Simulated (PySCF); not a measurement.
# Ni¹⁷⁺ (nickel, charge +17): PBE0 calculation

Configuration: [Ne] 3s1, 2S determinant. Computed with PySCF 2.14 in an even-tempered Gaussian basis (16 s from 1.4 bohr⁻², ratio 2.5; 11 p from 1.8 bohr⁻², ratio 2.5; 5 d from 7.1 bohr⁻², ratio 2.7; 4 f from 11 bohr⁻², ratio 2.7), with no relativity, point nucleus.

```json
{
 "Total energy": "-1360.371 hartree",
 "One-electron energy": "-1592.721 hartree",
 "Hartree (Coulomb) energy": "277.370 hartree",
 "Exchange-correlation energy": "-45.019 hartree",
 "Kinetic energy": "1360.01324 hartree",
 "⟨S²⟩": "0.7500",
 "⟨L²⟩": "0.000",
 "Sum of ⟨r⟩": "2.489 bohr",
 "Sum of ⟨r²⟩": "0.9102 bohr²",
 "Density at the nucleus (Gaussians lack the cusp)": "14700 bohr⁻³",
 "Spin density at the nucleus": "146 bohr⁻³"
}
```

```
shell  electrons  mean orbital energy (eV)  rms radius, mean of both spins (bohr)
 1s α          1                   -8796.5                                 0.0634
 1s β          1                   -8795.1                                 0.0634
 2s α          1                   -1573.8                                  0.265
 2s β          1                   -1571.7                                  0.265
 2p α          3                   -1453.5                                  0.235
 2p β          3                   -1452.1                                  0.235
 3s α          1                   -590.82                                  0.657
```
